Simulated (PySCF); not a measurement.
# Basis and Hamiltonian dependence of the ionisation energy of Au

Au [Xe] 4f14 5d10 6s1 (2S) → Au⁺ [Xe] 4f14 5d10 (1S). Calculated with PySCF 2.14 from differences of total energies of unrestricted determinants, without spin-orbit coupling. Values in eV.

```json
{"basis": "def2-SVP with the def2 core potential (60 electrons)", "Hamiltonian": "ECP", "functions": "32", "UHF": "7.693", "LDA": "9.934", "PBE0": "n/a", "MP2 (valence)": "8.879", "CCSD(T) (valence)": "8.749", "CCSD(T) (valence and next inner shell)": "n/a"}
{"basis": "cc-pVDZ-PP with ECP60MDF", "Hamiltonian": "ECP", "functions": "38", "UHF": "7.677", "LDA": "9.880", "PBE0": "9.207", "MP2 (valence)": "8.804", "CCSD(T) (valence)": "8.687", "CCSD(T) (valence and next inner shell)": "n/a"}
{"basis": "def2-TZVP with the def2 core potential (60 electrons)", "Hamiltonian": "ECP", "functions": "40", "UHF": "7.684", "LDA": "9.889", "PBE0": "n/a", "MP2 (valence)": "8.876", "CCSD(T) (valence)": "8.740", "CCSD(T) (valence and next inner shell)": "n/a"}
{"basis": "aug-cc-pVDZ-PP with ECP60MDF", "Hamiltonian": "ECP", "functions": "54", "UHF": "7.680", "LDA": "9.890", "PBE0": "9.212", "MP2 (valence)": "9.094", "CCSD(T) (valence)": "8.955", "CCSD(T) (valence and next inner shell)": "n/a"}
{"basis": "def2-TZVPPD with the def2 core potential (60 electrons)", "Hamiltonian": "ECP", "functions": "59", "UHF": "7.685", "LDA": "9.889", "PBE0": "9.214", "MP2 (valence)": "9.067", "CCSD(T) (valence)": "8.923", "CCSD(T) (valence and next inner shell)": "9.035"}
{"basis": "ANO-RCC-VDZP", "Hamiltonian": "spin-free X2C", "functions": "59", "UHF": "7.801", "LDA": "n/a", "PBE0": "n/a", "MP2 (valence)": "9.099", "CCSD(T) (valence)": "8.941", "CCSD(T) (valence and next inner shell)": "n/a"}
{"basis": "cc-pVTZ-PP with ECP60MDF", "Hamiltonian": "ECP", "functions": "63", "UHF": "7.681", "LDA": "9.896", "PBE0": "n/a", "MP2 (valence)": "9.087", "CCSD(T) (valence)": "n/a", "CCSD(T) (valence and next inner shell)": "n/a"}
{"basis": "aug-cc-pwCVDZ-PP with ECP60MDF", "Hamiltonian": "ECP", "functions": "70", "UHF": "7.681", "LDA": "9.897", "PBE0": "9.216", "MP2 (valence)": "9.109", "CCSD(T) (valence)": "8.960", "CCSD(T) (valence and next inner shell)": "9.089"}
{"basis": "ANO-RCC-VTZP", "Hamiltonian": "spin-free X2C", "functions": "84", "UHF": "7.680", "LDA": "9.942", "PBE0": "9.248", "MP2 (valence)": "9.145", "CCSD(T) (valence)": "9.017", "CCSD(T) (valence and next inner shell)": "9.113"}
{"basis": "aug-cc-pVTZ-PP with ECP60MDF", "Hamiltonian": "ECP", "functions": "88", "UHF": "7.681", "LDA": "9.897", "PBE0": "9.217", "MP2 (valence)": "9.179", "CCSD(T) (valence)": "9.041", "CCSD(T) (valence and next inner shell)": "n/a"}
{"basis": "def2-QZVPPD with the def2 core potential (60 electrons)", "Hamiltonian": "ECP", "functions": "88", "UHF": "7.686", "LDA": "9.892", "PBE0": "9.216", "MP2 (valence)": "9.136", "CCSD(T) (valence)": "8.993", "CCSD(T) (valence and next inner shell)": "9.105"}
{"basis": "aug-cc-pVTZ-PP with one added diffuse shell each of s, p, d, f, g type with ECP60MDF", "Hamiltonian": "ECP", "functions": "113", "UHF": "7.681", "LDA": "9.897", "PBE0": "9.218", "MP2 (valence)": "9.189", "CCSD(T) (valence)": "n/a", "CCSD(T) (valence and next inner shell)": "n/a"}
{"basis": "x2c-TZVPPall with one added diffuse shell each of s, p, d, f type", "Hamiltonian": "spin-free X2C", "functions": "113", "UHF": "7.710", "LDA": "9.922", "PBE0": "9.249", "MP2 (valence)": "9.154", "CCSD(T) (valence)": "9.029", "CCSD(T) (valence and next inner shell)": "9.116"}
{"basis": "aug-cc-pwCVTZ-PP with ECP60MDF", "Hamiltonian": "ECP", "functions": "122", "UHF": "7.681", "LDA": "9.899", "PBE0": "9.220", "MP2 (valence)": "9.182", "CCSD(T) (valence)": "n/a", "CCSD(T) (valence and next inner shell)": "n/a"}
```

Frozen in the all-electron rows: valence: [Xe] 4f14; valence and next inner shell: [Kr] 4d10 4f14; with a core potential, the same shells as far as they lie outside it.

Reference for a calculation without spin-orbit coupling: 9.226 eV (measured, between term centres; NIST).
